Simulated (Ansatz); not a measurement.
The same redistribution along the group Sc, Y.

Computed with Ansatz on PBE0-D4/def2-TZVP structures; ΔE is electronic, products minus reactants. CCSD(T)/CBS adds triple-zeta CCSD(T) − MP2 to the extrapolated MP2 energy (def2 sets, frozen cores). DFT in def2-TZVPP. def2 core potentials past Kr. For Ge, Sc, Y outer-core shells are correlated without core-valence functions, which leaves a few kJ/mol of doubt a bond. Scalar relativity is left out up to krypton. One conformer a species, not always the lowest.

| reaction | CCSD(T)/CBS(def2) (kcal/mol) |
| --- | --- |
| `[NH2][Sc]([OH])[OH]` + `[Cl][Ge]([Cl])([Cl])[Cl]` → `[OH][Sc]([OH])[Cl]` + `[NH2][Ge]([Cl])([Cl])[Cl]` | -19.2 |
| `[NH2][Y]([OH])[OH]` + `[Cl][Ge]([Cl])([Cl])[Cl]` → `[OH][Y]([OH])[Cl]` + `[NH2][Ge]([Cl])([Cl])[Cl]` | ? |

Task: Fill in the missing values. (Estimate.)

Result: Ansatz gave: `[NH2][Y]([OH])[OH]` + `[Cl][Ge]([Cl])([Cl])[Cl]` → `[OH][Y]([OH])[Cl]` + `[NH2][Ge]([Cl])([Cl])[Cl]`: -24.3 kcal/mol.

Largest T1 diagnostic: 0.016, for `[NH2][Sc]([OH])[OH]`.
